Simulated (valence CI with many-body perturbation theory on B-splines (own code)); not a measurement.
# Level structure of Zn XXV

Method: configuration interaction combined with many-body perturbation theory (CI+MBPT): four valence electrons over a frozen Dirac-Fock core [He], radial functions for each j: 11 s, 11 p, 9 d, 7 f, 5 g, 2 h, 1 i, with the one-electron correlation potential Σ1, the two-electron term Σ2, the three-electron term Σ3, Breit, model QED; selected CI, second order for the rest (own B-spline code, finite nucleus).

No measured levels were compared; by estimate levels of excited configurations hold to 0.05 to 0.15 % of their energy, terms of the ground configuration to about 0.5 %. Among the levels kept, up to 250 cm⁻¹ of a level comes from second order outside the variational space, and about a tenth of that is noise between levels of different J, which matters for small intervals.

Levels 46 to 90 of 116, with energies above the lowest level, 2s2.2p2 3P_0. "Leading %" is the weight of the configuration and term that name the level; weights of strongly mixed levels are sums over their largest components and can fall short. Lifetimes count E1, E2, E3, M1 and M2 decay at the calculated energies, and are blank where another channel may lead or the interval is too uncertain; long ones can be off by a factor of two.

| No. | Configuration | Term | J | E (× 10³ cm⁻¹) | Leading % | g | Lifetime |
| --- | --- | --- | --- | --- | --- | --- | --- |
| 46 | 2s2.2p.3d | 1D° | 2 | 11450 | 50 | 1.004 | 43.9 fs |
| 47 | 2s.2p2.3p | 5D° | 1 | 11454 | 50 | 1.681 | 210 fs |
| 48 | 2s2.2p.3d | 3D° | 3 | 11476 | 63 | 1.238 | 27.9 fs |
| 49 | 2s2.2p.3d | 3P° | 1 | 11496 | 69 | 1.241 | 31.9 fs |
| 50 | 2s2.2p.3d | 3P° | 2 | 11496 | 49 | 1.333 | 29.1 fs |
| 51 | 2s2.2p.3d | 3P° | 0 | 11499 | 94 |  | 39.1 fs |
| 52 | 2s.2p2.3s | 3P | 2 | 11526 | 75 | 1.426 | 185 fs |
| 53 | 2s.2p2.3p | 5D° | 2 | 11527 | 59 | 1.594 | 2.47 ps |
| 54 | 2s.2p2.3p | 5D° | 1 | 11548 | 34 | 1.584 | 109 fs |
| 55 | 2s2.2p.3d | 1F° | 3 | 11560 | 77 | 1.055 | 17.1 fs |
| 56 | 2s2.2p.3d | 1P° | 1 | 11569 | 59 | 1.187 | 35.5 fs |
| 57 | 2s.2p2.3p | 3D° | 1 | 11584 | 39 | 1.291 | 66.4 fs |
| 58 | 2s.2p2.3p | 5P° | 2 | 11604 | 34 | 1.577 | 375 fs |
| 59 | 2s.2p2.3p | 5D° | 3 | 11625 | 83 | 1.511 | 17.7 ps |
| 60 | 2s.2p2.3p | 5P° | 1 | 11655 | 35 | 1.619 | 126 fs |
| 61 | 2s.2p2.3p | 5P° | 3 | 11668 | 52 | 1.502 | 333 fs |
| 62 | 2s.2p2.3s | 3D | 1 | 11686 | 89 | 0.563 | 170 fs |
| 63 | 2s.2p2.3p | 3D° | 2 | 11694 | 68 | 1.342 | 102 fs |
| 64 | 2s.2p2.3s | 3D | 2 | 11703 | 71 | 1.183 | 183 fs |
| 65 | 2s.2p2.3p | 5D° | 4 | 11706 | 88 | 1.467 | 103 ps |
| 66 | 2s.2p2.3d | 5F | 1 | 11729 | 79 | 0.213 | 880 fs |
| 67 | 2s.2p2.3p | 3P° | 0 | 11733 | 89 |  | 88.7 fs |
| 68 | 2s.2p2.3p | 5S° | 2 | 11736 | 66 | 1.861 | 597 fs |
| 69 | 2s.2p2.3d | 5F | 2 | 11741 | 60 | 1.170 | 282 fs |
| 70 | 2s.2p2.3s | 3D | 3 | 11748 | 85 | 1.369 | 156 fs |
| 71 | 2s.2p2.3d | 5F | 3 | 11771 | 42 | 1.391 | 97.2 fs |
| 72 | 2s.2p2.3p | 3P° | 2 | 11776 | 72 | 1.454 | 97.7 fs |
| 73 | 2s.2p2.3p | 3P° | 1 | 11782 | 61 | 1.465 | 83.4 fs |
| 74 | 2s.2p2.3p | 3D° | 3 | 11784 | 57 | 1.384 | 106 fs |
| 75 | 2s.2p2.3s | 3P | 1 | 11802 | 48 | 1.584 | 205 fs |
| 76 | 2s.2p2.3s | 3P | 0 | 11806 | 80 |  | 195 fs |
| 77 | 2s.2p2.3s | 1D | 2 | 11810 | 70 | 1.101 | 257 fs |
| 78 | 2s.2p2.3d | 3P | 2 | 11854 | 40 | 1.180 | 57.7 fs |
| 79 | 2s.2p2.3d | 5F | 4 | 11861 | 68 | 1.385 | 2.00 ps |
| 80 | 2s.2p2.3d | 5D | 0 | 11865 | 92 |  | 1.10 ps |
| 81 | 2s.2p2.3d | 5D | 1 | 11866 | 72 | 1.371 | 202 fs |
| 82 | 2s.2p2.3d | 5D | 2 | 11871 | 34 | 1.201 | 81.5 fs |
| 83 | 2s.2p2.3d | 5F | 3 | 11875 | 50 | 1.399 | 54.9 fs |
| 84 | 2s.2p2.3p | 3F° | 2 | 11906 | 62 | 0.819 | 238 fs |
| 85 | 2s.2p2.3d | 5F | 5 | 11935 | 89 | 1.375 | 652 ps |
| 86 | 2s.2p2.3d | 3F | 2 | 11936 | 42 | 1.159 | 58.9 fs |
| 87 | 2s.2p2.3d | 5D | 4 | 11939 | 52 | 1.396 | 17.5 ps |
| 88 | 2s.2p2.3p | 3D° | 1 | 11946 | 63 | 0.745 | 147 fs |
| 89 | 2s.2p2.3d | 3F | 3 | 11959 | 40 | 1.370 | 39.2 fs |
| 90 | 2s.2p2.3p | 3F° | 3 | 11975 | 83 | 1.108 | 513 fs |

Names give the largest LS component (configuration and term), which can be under half, so a name can repeat, a term be missing and a line seem to break the LS rules; names also repeat where a configuration has a term twice.
